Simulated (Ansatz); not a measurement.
The cluster AlB₃⁺. Charge 1, multiplicity 4. Geometry PBE0-D4/def2-TZVP.

```xyz
4

B     0.4592    1.2284    0.6311
B    -0.0823   -0.1677    0.2106
B     0.5238    1.1275   -0.9446
Al   -0.9007   -2.1882    0.1029
```

At HF/STO-3G the charge 1 quartet is spin-contaminated (final ⟨S²⟩ up to 4.12, 3.75 for a pure state). At PBE0-D4/def2-TZVP a doublet of charge 1 lies 1.05 eV below the quartet, each at its own geometry. The structure comes from a short search, and lower isomers may exist.

(1) Estimate the α-spin orbital energies around the gap (eV) in Ansatz with HF/STO-3G, BLYP-D4/def2-TZVP, PBE0-D4/def2-TZVP, r2SCAN0-D4/def2-TZVP, ωB97X-V/def2-TZVP.

## Answers

(1) 
```json
{"orbital": "HOMO−13", "HF/STO-3G": "-205.46", "BLYP-D4/def2-TZVP": "-184.56", "PBE0-D4/def2-TZVP": "-191.59", "r2SCAN0-D4/def2-TZVP": "-193.97", "ωB97X-V/def2-TZVP": "-193.01"}
{"orbital": "HOMO−12", "HF/STO-3G": "-204.99", "BLYP-D4/def2-TZVP": "-184.16", "PBE0-D4/def2-TZVP": "-191.23", "r2SCAN0-D4/def2-TZVP": "-193.58", "ωB97X-V/def2-TZVP": "-192.77"}
{"orbital": "HOMO−11", "HF/STO-3G": "-204.43", "BLYP-D4/def2-TZVP": "-183.99", "PBE0-D4/def2-TZVP": "-191.01", "r2SCAN0-D4/def2-TZVP": "-193.30", "ωB97X-V/def2-TZVP": "-192.49"}
{"orbital": "HOMO−10", "HF/STO-3G": "-136.25", "BLYP-D4/def2-TZVP": "-114.21", "PBE0-D4/def2-TZVP": "-121.38", "r2SCAN0-D4/def2-TZVP": "-123.92", "ωB97X-V/def2-TZVP": "-123.24"}
{"orbital": "HOMO−9", "HF/STO-3G": "-87.90", "BLYP-D4/def2-TZVP": "-76.44", "PBE0-D4/def2-TZVP": "-81.37", "r2SCAN0-D4/def2-TZVP": "-82.71", "ωB97X-V/def2-TZVP": "-83.65"}
{"orbital": "HOMO−8", "HF/STO-3G": "-87.64", "BLYP-D4/def2-TZVP": "-76.43", "PBE0-D4/def2-TZVP": "-81.36", "r2SCAN0-D4/def2-TZVP": "-82.70", "ωB97X-V/def2-TZVP": "-83.64"}
{"orbital": "HOMO−7", "HF/STO-3G": "-87.63", "BLYP-D4/def2-TZVP": "-76.29", "PBE0-D4/def2-TZVP": "-81.28", "r2SCAN0-D4/def2-TZVP": "-82.63", "ωB97X-V/def2-TZVP": "-83.53"}
{"orbital": "HOMO−6", "HF/STO-3G": "-25.47", "BLYP-D4/def2-TZVP": "-20.62", "PBE0-D4/def2-TZVP": "-22.97", "r2SCAN0-D4/def2-TZVP": "-23.41", "ωB97X-V/def2-TZVP": "-25.75"}
{"orbital": "HOMO−5", "HF/STO-3G": "-19.12", "BLYP-D4/def2-TZVP": "-15.84", "PBE0-D4/def2-TZVP": "-17.58", "r2SCAN0-D4/def2-TZVP": "-17.80", "ωB97X-V/def2-TZVP": "-20.27"}
{"orbital": "HOMO−4", "HF/STO-3G": "-16.36", "BLYP-D4/def2-TZVP": "-13.52", "PBE0-D4/def2-TZVP": "-15.09", "r2SCAN0-D4/def2-TZVP": "-15.29", "ωB97X-V/def2-TZVP": "-17.48"}
{"orbital": "HOMO−3", "HF/STO-3G": "-14.45", "BLYP-D4/def2-TZVP": "-12.42", "PBE0-D4/def2-TZVP": "-13.71", "r2SCAN0-D4/def2-TZVP": "-13.89", "ωB97X-V/def2-TZVP": "-15.94"}
{"orbital": "HOMO−2", "HF/STO-3G": "-12.48", "BLYP-D4/def2-TZVP": "-11.97", "PBE0-D4/def2-TZVP": "-13.19", "r2SCAN0-D4/def2-TZVP": "-13.40", "ωB97X-V/def2-TZVP": "-15.10"}
{"orbital": "HOMO−1", "HF/STO-3G": "-12.25", "BLYP-D4/def2-TZVP": "-11.14", "PBE0-D4/def2-TZVP": "-12.36", "r2SCAN0-D4/def2-TZVP": "-12.55", "ωB97X-V/def2-TZVP": "-14.44"}
{"orbital": "HOMO", "HF/STO-3G": "-11.96", "BLYP-D4/def2-TZVP": "-10.14", "PBE0-D4/def2-TZVP": "-11.45", "r2SCAN0-D4/def2-TZVP": "-11.65", "ωB97X-V/def2-TZVP": "-13.58"}
{"orbital": "LUMO", "HF/STO-3G": "-0.60", "BLYP-D4/def2-TZVP": "-8.90", "PBE0-D4/def2-TZVP": "-8.27", "r2SCAN0-D4/def2-TZVP": "-8.20", "ωB97X-V/def2-TZVP": "-6.16"}
{"orbital": "LUMO+1", "HF/STO-3G": "0.38", "BLYP-D4/def2-TZVP": "-8.57", "PBE0-D4/def2-TZVP": "-8.05", "r2SCAN0-D4/def2-TZVP": "-7.98", "ωB97X-V/def2-TZVP": "-5.99"}
{"orbital": "LUMO+2", "HF/STO-3G": "1.97", "BLYP-D4/def2-TZVP": "-7.44", "PBE0-D4/def2-TZVP": "-6.73", "r2SCAN0-D4/def2-TZVP": "-6.59", "ωB97X-V/def2-TZVP": "-4.48"}
{"orbital": "LUMO+3", "HF/STO-3G": "3.18", "BLYP-D4/def2-TZVP": "-6.48", "PBE0-D4/def2-TZVP": "-5.73", "r2SCAN0-D4/def2-TZVP": "-5.61", "ωB97X-V/def2-TZVP": "-3.30"}
{"orbital": "LUMO+4", "HF/STO-3G": "5.01", "BLYP-D4/def2-TZVP": "-5.41", "PBE0-D4/def2-TZVP": "-4.59", "r2SCAN0-D4/def2-TZVP": "-4.43", "ωB97X-V/def2-TZVP": "-2.15"}
{"orbital": "LUMO+5", "HF/STO-3G": "7.20", "BLYP-D4/def2-TZVP": "-4.53", "PBE0-D4/def2-TZVP": "-4.00", "r2SCAN0-D4/def2-TZVP": "-3.69", "ωB97X-V/def2-TZVP": "-2.11"}
{"orbital": "β HOMO", "HF/STO-3G": "-11.54", "BLYP-D4/def2-TZVP": "-11.70", "PBE0-D4/def2-TZVP": "-12.55", "r2SCAN0-D4/def2-TZVP": "-12.53", "ωB97X-V/def2-TZVP": "-14.52"}
{"orbital": "β LUMO", "HF/STO-3G": "-1.78", "BLYP-D4/def2-TZVP": "-10.77", "PBE0-D4/def2-TZVP": "-9.68", "r2SCAN0-D4/def2-TZVP": "-9.40", "ωB97X-V/def2-TZVP": "-7.60"}
```
